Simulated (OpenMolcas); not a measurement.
## Pt2+: effect of the metal basis and ligand basis

Pt2+ with 6 ligands (chloride) in octahedral coordination (Oh) at 2.56 Å. A charge of +0.667 e stands 2.4 Å behind each ligand.

```yaml
Program: OpenMolcas 26.06
Method: "SS-CASPT2, IPEA 0.25 Eh, imaginary shift 0.1 Eh (closed shells correlated: 5s 5p and the ligand valence shells)"
Spin-orbit_coupling: state interaction with AMFI integrals over the reference wave functions
```

Fixed: active space 8 electrons in 5 orbitals (5d), DKH2 Hamiltonian.

States (labels of O, the rotations of Oh). Energies in cm-1 above the lowest state or level, χT in cm3 K/mol.

| Run | Metal basis | Ligand basis | Ground state | First state of that spin | First gap with spin-orbit (degeneracies) | χT at 300 K | First state of another spin | Cost |
| --- | --- | --- | --- | --- | --- | --- | --- | --- |
| A | ANO-RCC-VDZP | ANO-RCC-VDZP | 3A2 | 3T2 12100 | 5580 (3, 2) | 1.821 | 1E 6840 | roughly 50 core-seconds |
| B | ANO-RCC-VTZP | ANO-RCC-VTZP | 3A2 | 3T2 11580 | 4560 (3, 2) | 1.834 | 1E 5540 | roughly 9 core-minutes |

Against A, the first state of the same spin changes by -4.3 % in B.

Costs are those of the CASPT2 steps.

Roots that are degenerate in the reference are averaged as groups; the widest CASPT2 spread within a group is 600 cm-1 (the 3-fold group of multiplicity 1 near 20400 cm-1 above the lowest state of its run, B). Shifts and gaps below about the spread of the groups concerned are not significant. Over all roots computed the reference weight is 0.65 to 0.66 in A, 0.61 to 0.62 in B; a low but even weight reflects the number of correlated electrons. Real 4d8 and 5d8 ions are as a rule square planar and diamagnetic. Ligand-to-metal charge-transfer states are missing. With no ligand orbital active B as a rule stays too high, so bands that hang on it stand too high and its fall with covalency is understated. With one d shell and no ligand orbital active, 10Dq can be off by a tenth or more. The least metal-like active orbital is 83 % on the metal (Löwdin) and no ligand orbital is active, so the numbers are rough (holds for A). The least metal-like active orbital is 80 % on the metal (Löwdin) and no ligand orbital is active, so the numbers are rough (holds for B). These CASPT2 states fit no ligand-field parameters well, so their order and spin gaps are uncertain (holds for B). No measured value stands beside these numbers; the geometry is a model, was not optimised and need not be the one that this ion takes.
